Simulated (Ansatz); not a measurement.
One arrangement of a pair

The pair of Cl⁻ (SMILES [Cl-], atom 1) and SiNH₅ (SMILES [SiH3]N, atoms 2–8), both closed shells, in one local arrangement (a lower one may exist), relaxed at PBE0-D4/def2-TZVPD:

```
8
angstrom
Cl 0.0714 -0.8386 -3.1702
Si 0.3979 0.0597 0.9195
N -0.8346 0.0433 -0.2527
H 0.9204 -1.3167 1.1477
H 1.6029 0.9241 0.6804
H -0.1720 0.5512 2.2170
H -1.4044 0.8717 -0.3382
H -0.5816 -0.2947 -1.2035
```

Computed with Ansatz 0.2.0 (basis: def2-TZVPPD, with def2-QZVPPD for the basis limit); correlated methods freeze the cores. B3LYP uses VWN-RPA correlation. Extrapolation: Hartree–Fock as exp(−7.88 √X), correlation as X^−2.97. Interaction energies count from these two fragments, frozen as in the pair, with the counterpoise correction; negative means bound.

Q: What is the interaction energy by CCSD(T) at an estimated basis limit (MP2 extrapolated from triple and quadruple zeta, plus CCSD(T) − MP2 in triple zeta)? (To be estimated.)

A: The calculation gives: -14.78 kcal/mol. Hartree–Fock alone gives -10.31 kcal/mol at the basis limit. It counts from the two fragments frozen as in the pair.

The same quantity by other methods in triple zeta, and each one's difference from that estimate:
```tsv
method	E_int (kcal/mol)	difference
PBE-D4	-16.42	-1.65
revPBE-D4	-16.50	-1.72
BLYP-D4	-15.74	-0.96
r2SCAN-D4	-15.65	-0.88
B97M-V	-15.26	-0.48
PBE0-D4	-15.80	-1.02
B3LYP-D4	-15.43	-0.66
HSE06-D4	-15.81	-1.03
wB97X-V	-14.44	0.34
wB97M-V	-14.57	0.21
B2PLYP	-13.70	1.08
HF	-10.25	4.52
MP2	-14.33	0.45
CCSD	-13.28	1.49
CCSD(T)	-13.97	0.80
```
Differences are method less estimate.

Q: Which atoms make the shortest contact between the fragments?

A: Cl1 and H8, 2.14 Å apart.

Energy to bend the free fragments (PBE0-D4 minima) into their shapes in the pair, CCSD(T)/def2-TZVPPD: SiNH₅ 1.32 kcal/mol. This must be added to the interaction energy to get the binding energy from relaxed fragments.

Basis-set superposition shift (counterpoise-corrected less uncorrected): CCSD(T) 1.08; MP2 1.02; HF 0.07; PBE0-D4 0.12; wB97M-V 0.11 kcal/mol.

No T1 diagnostic of these runs exceeds 0.011.

For scale, one of the runs: CCSD(T)/def2-TZVPPD, 221 basis functions, launched by `ansatz run in.yaml --threads 4 --pin off --events-out ev --progress --plain --max-ram 9574MiB`. The run took 54 s on 4 CPU threads of an Arm Neoverse V1 (shared host), with 3.2 GiB of host memory at its peak.
